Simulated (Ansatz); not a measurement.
Reaction (ligand exchange at the Si–F bond): `F[Si](S)(Cl)Cl` + HCl → `S[Si](Cl)(Cl)Cl` + H–F

Gas-phase electronic energies from Ansatz, PBE0-D4/def2-TZVP geometries. CCSD(T)/CBS is the MP2 limit (def2-TZVPP, def2-QZVPP) plus CCSD(T) − MP2 in def2-TZVPP, frozen cores. This one scheme is used for every species. DFT in def2-TZVPP. B3LYP here is the variant with VWN-RPA as its local correlation; programs differ in this. HSE06 is defined as in plane-wave codes. One conformer a species, not always the lowest.

Q: Is it downhill or uphill in electronic energy at CCSD(T)/CBS, and by how much? (An estimate is asked.)

A: Ansatz gave: Uphill: ΔE = +45.8 kJ/mol.

Q: What do these levels give: LDA (SPW92), B3LYP-D4, CAM-B3LYP-D4, ωB97M-V, PBE-QIDH, PBE0, B3LYP, HSE06, HF/def2-TZVPP, CCSD(T)/def2-TZVPP, HF/def2-QZVPP, SCS-MP2/def2-QZVPP? (Best estimate.)

A: Computed: LDA (SPW92) 45.9, B3LYP-D4 49.9, CAM-B3LYP-D4 57.4, ωB97M-V 49.6, PBE-QIDH 44.4, PBE0 45.2, B3LYP 58.3, HSE06 44.7, HF/def2-TZVPP 66.3, CCSD(T)/def2-TZVPP 51.6, HF/def2-QZVPP 68.3, SCS-MP2/def2-QZVPP 47.5 kJ/mol.

Largest T1 diagnostic among the species: 0.010.

In def2-TZVPP, CCSD(T) changes the Hartree–Fock value by −14.7 kJ/mol (the triples alone add −3.2 kJ/mol) and MP2 by −23.5 kJ/mol. The D4 term adds −8.3 kJ/mol with B3LYP and −4.4 kJ/mol with PBE0; it sums over pairs of atoms, weighted by their polarisabilities, and B3LYP, whose exchange is more repulsive, gets the larger term.
